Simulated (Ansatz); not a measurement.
Born–Oppenheimer molecular dynamics of Cl3H2NZr (7 atoms, charge 0, multiplicity 1). It goes on from the last frame of an earlier run, with new velocities.

Theory: RKS PBE-D4/def2-SVP (Ansatz 0.2.0).

```json
{"ensemble": "NVT, Langevin thermostat", "time step": "0.5 fs", "steps asked": "100", "set temperature": "500 K", "friction": "0.001 /fs", "seed": "374838"}
```

First frame:

```xyz
7
Properties=species:S:1:pos:R:3
Zr 0.007 -0.020 0.009
N 0.113 -0.110 2.018
H -0.611 -0.234 2.680
H 0.973 -0.496 2.515
Cl 2.263 -0.007 -0.628
Cl -1.196 1.923 -0.791
Cl -1.125 -1.811 -0.653
```

(1) How far do the bonds stretch over the last three quarters of this one trajectory? (Pairs bonded in most of those frames.)

Answers

(1) 
```csv
bond,mean (Å),spread (Å),shortest,longest
Zr1–N2,2.017,0.026,1.97,2.05
Zr1–Cl5,2.341,0.018,2.32,2.37
Zr1–Cl6,2.383,0.057,2.29,2.46
Zr1–Cl7,2.430,0.068,2.28,2.50
N2–H3,1.034,0.034,0.98,1.09
N2–H4,1.037,0.034,0.98,1.09
```

Mean temperature of the second half: 386 K. The mean temperature of the second half is 23 % below the set value. A run of 0.05 ps of so small a system gives no equilibrium averages.

The run took 4.6 min on 2 threads of Arm Neoverse V2, on a shared host, peak memory 0.16 GiB.
